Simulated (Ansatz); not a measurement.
`[SiH3]C[SiH2]Cl` + `CC=N` → `C/C=N\[SiH3]` + `C[SiH2]Cl` at 500 K and 1 bar (ligand exchange at the Si–C bond).

Computed with Ansatz on PBE0-D4/def2-TZVP structures; ΔE is electronic, products minus reactants. CCSD(T)/CBS adds triple-zeta CCSD(T) − MP2 to the extrapolated MP2 energy (def2 sets, frozen cores). One conformer a species, not always the lowest.

| species | CCSD(T)/CBS energy (Eh) | H − E (kJ/mol) | S (J/(mol·K)) |
| --- | --- | --- | --- |
| `[SiH3]C[SiH2]Cl` | -1080.25737 | 234.2 | 426.7 |
| `CC=N` | -133.79309 | 207.6 | 299.1 |
| `C/C=N\[SiH3]` | -424.08411 | 261.1 | 377.9 |
| `C[SiH2]Cl` | -789.97638 | 179.1 | 344.9 |

H − E and S are ideal-gas, rigid-rotor, harmonic terms from PBE0-D4/def2-TZVP, for one conformer and one mirror image of each species. 1 Eh = 2625.50 kJ/mol, R = 8.31446 J/(mol·K).

**Question.** By hand: ΔE, ΔH, ΔS and ΔG.

**Answer.** ΔE = (-424.08411) + (-789.97638) − (-1080.25737) − (-133.79309) = -0.01003 Eh = -26.3 kJ/mol. Δ(H − E) = 261.1 + 179.1 − 234.2 − 207.6 = -1.6, so ΔH = -27.9 kJ/mol. ΔS = 377.9 + 344.9 − 426.7 − 299.1 = -3.0 J/(mol·K). ΔG = -27.9 − 500 × (-3.0)/1000 = -26.4 kJ/mol.

**Question.** By hand: the equilibrium constant, and the temperature at which ΔG would vanish if ΔH and ΔS stayed fixed.

**Answer.** log₁₀ K = −ΔG/(RT ln 10) = 2.8. ΔG = 0 at ΔH/ΔS = 9300 K, far beyond where these terms or the molecules hold.

The number of gas molecules stays the same, so ΔS is small and ΔH decides. A doubt of 5 kJ/mol in ΔE shifts log₁₀ K by 0.5 here. Other conformers and mirror images would add mixing entropy, several J/(mol·K) or more a flexible species. Modes under 60 cm⁻¹, often nearly free rotors, make the harmonic entropy too high. These are equilibria of isolated gas molecules and say nothing of rates. Largest T1 diagnostic: 0.013 (customary marks: 0.02 for closed shells, 0.045 for open ones).
